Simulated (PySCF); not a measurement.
## Partial charges of `C[SiH2]S[Si@@H](F)[SiH2]SC`

C2H11FS2Si3.
Cartesian coordinates in Å at the GFN2-xTB level; atoms count from 1:
```
atom  x, y, z in Å
C1     2.826    1.474   -1.176
Si2    1.977   -0.014   -0.382
S3     0.853    0.802    1.280
Si4   -0.212   -0.898    2.054
F5    -0.581   -0.488    3.567
Si6   -2.239   -1.344    1.039
S7    -2.157   -1.120   -1.099
C8    -2.065    0.696   -1.235
H9     3.367    1.174   -2.067
H10    3.534    1.934   -0.491
H11    2.104    2.235   -1.460
H12    1.024   -0.671   -1.271
H13    2.919   -0.984    0.171
H14    0.751   -1.974    2.237
H15   -3.345   -0.490    1.483
H16   -2.618   -2.746    1.170
H17   -2.984    1.131   -0.855
H18   -1.209    1.072   -0.683
H19   -1.956    0.925   -2.290
```

Density: PBE0/pcSseg-1 (PySCF); schemes: Mulliken, IAO, Hirshfeld and ESP-fitted. One conformer (not necessarily the lowest) at the GFN2-xTB geometry, without solvent, vibrations or thermal averaging.

**Question.** Give the atomic charges in each scheme.

**Answer.** In e:

```tsv
atom	environment	Mulliken	IAO	Hirshfeld	ESP-fitted
C1	Si-methyl carbon	-0.621	-0.712	-0.206	-0.476
Si2	SiH2 silicon	+0.542	+0.706	+0.333	+0.617
S3	sulfur bonded to 2 Si	-0.554	-0.451	-0.169	-0.408
Si4	fluorine-bound silicon	+0.772	+0.868	+0.324	+0.604
F5	silicon-bound fluorine	-0.414	-0.536	-0.205	-0.288
Si6	SiH2 silicon	+0.230	+0.360	+0.223	+0.164
S7	sulfur bonded to C and Si	-0.302	-0.175	-0.090	-0.271
C8	S-methyl carbon	-0.408	-0.499	-0.120	-0.276
H9	methyl hydrogen	+0.149	+0.164	+0.050	+0.125
H10	methyl hydrogen	+0.156	+0.168	+0.050	+0.133
H11	methyl hydrogen	+0.152	+0.166	+0.049	+0.131
H12	Si–H hydrogen	-0.032	-0.115	-0.081	-0.138
H13	Si–H hydrogen	-0.045	-0.120	-0.075	-0.137
H14	Si–H hydrogen	-0.073	-0.127	-0.073	-0.117
H15	Si–H hydrogen	-0.021	-0.092	-0.064	-0.016
H16	Si–H hydrogen	-0.028	-0.085	-0.067	-0.027
H17	methyl hydrogen	+0.157	+0.157	+0.045	+0.126
H18	methyl hydrogen	+0.180	+0.154	+0.025	+0.080
H19	methyl hydrogen	+0.160	+0.170	+0.052	+0.173
```

Mean size of the charges over all atoms: IAO 0.307 e, Mulliken 0.263 e, ESP-fitted 0.227 e, Hirshfeld 0.121 e. Each set sums to the total charge, 0, to within 0.001 e. The Hirshfeld scheme weights the molecular density at each point by an atom's share of the summed free-atom densities.

Lowest charge. All schemes agree: Mulliken C1 (-0.621); IAO C1 (-0.712); Hirshfeld C1 (-0.206); ESP-fitted C1 (-0.476).

Highest charge. The schemes don't all agree: Mulliken Si4 (+0.772); IAO Si4 (+0.868); Hirshfeld Si2 (+0.333); ESP-fitted Si2 (+0.617).

**Question.** Sum the charges by element, for elements with more than one atom.

**Answer.** 
```json
{"element": "C", "atoms": "2", "Mulliken": "-1.029", "IAO": "-1.211", "Hirshfeld": "-0.325", "ESP-fitted": "-0.752"}
{"element": "Si", "atoms": "3", "Mulliken": "+1.545", "IAO": "+1.934", "Hirshfeld": "+0.880", "ESP-fitted": "+1.385"}
{"element": "S", "atoms": "2", "Mulliken": "-0.856", "IAO": "-0.626", "Hirshfeld": "-0.259", "ESP-fitted": "-0.679"}
{"element": "H", "atoms": "11", "Mulliken": "+0.754", "IAO": "+0.440", "Hirshfeld": "-0.090", "ESP-fitted": "+0.333"}
```

**Question.** How many electrons does the ESP-fitted scheme count on S7?

**Answer.** Z − q = 16 − (-0.271) = 16.271.

**Question.** How closely do the schemes follow one another over all atoms?

**Answer.** Correlation coefficient and root-mean-square difference: Mulliken with IAO 0.98, 0.085 e; Mulliken with ESP-fitted 0.98, 0.089 e; IAO with ESP-fitted 0.97, 0.129 e; IAO with Hirshfeld 0.97, 0.245 e; Hirshfeld with ESP-fitted 0.96, 0.148 e; Mulliken with Hirshfeld 0.93, 0.208 e.
